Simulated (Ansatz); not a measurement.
`[NH2][Ga]([NH2])[GaH2]`. Total charge 0; spin multiplicity 1. Geometry: relaxed with PBE0-D4/def2-TZVP. It is one conformer, not always the lowest.

```xyz
10

N     1.124    0.829    1.336
Ga   -0.033    0.017    0.178
N    -1.552   -0.607    0.978
Ga    0.412   -0.214   -2.225
H     0.912    1.009    2.303
H     1.948    1.323    1.043
H    -2.236   -1.174    0.508
H    -1.704   -0.597    1.973
H    -0.051    0.870   -3.273
H     1.180   -1.457   -2.821
```

(1) What is the dipole moment at ωB97M-V/def2-TZVPP? (Best estimate.)

(2) And with PBE, r2SCAN, B3LYP? (An estimate is asked.)

(3) Give the Mulliken charges with ωB97M-V, r2SCAN, PBE in def2-TZVPP. (Best estimate.)

Results:

(1) Ansatz gave: 0.87 D, with components (-0.16, 0.08, 0.86) D in this frame, pointing from negative to positive charge.

(2) Computed: PBE 1.03 D, r2SCAN 0.98 D, B3LYP 0.92 D.

(3) The calculation gave: 
| atom | ωB97M-V | r2SCAN | PBE |
| --- | --- | --- | --- |
| N1 | -0.36 | -0.44 | -0.37 |
| Ga2 | 0.26 | 0.26 | 0.20 |
| N3 | -0.36 | -0.44 | -0.37 |
| Ga4 | 0.13 | 0.20 | 0.09 |
| H5 | 0.10 | 0.14 | 0.13 |
| H6 | 0.10 | 0.15 | 0.14 |
| H7 | 0.10 | 0.15 | 0.14 |
| H8 | 0.10 | 0.14 | 0.13 |
| H9 | -0.04 | -0.08 | -0.05 |
| H10 | -0.04 | -0.08 | -0.05 |

B3LYP here is the variant with VWN-RPA as its local correlation; programs differ in this.
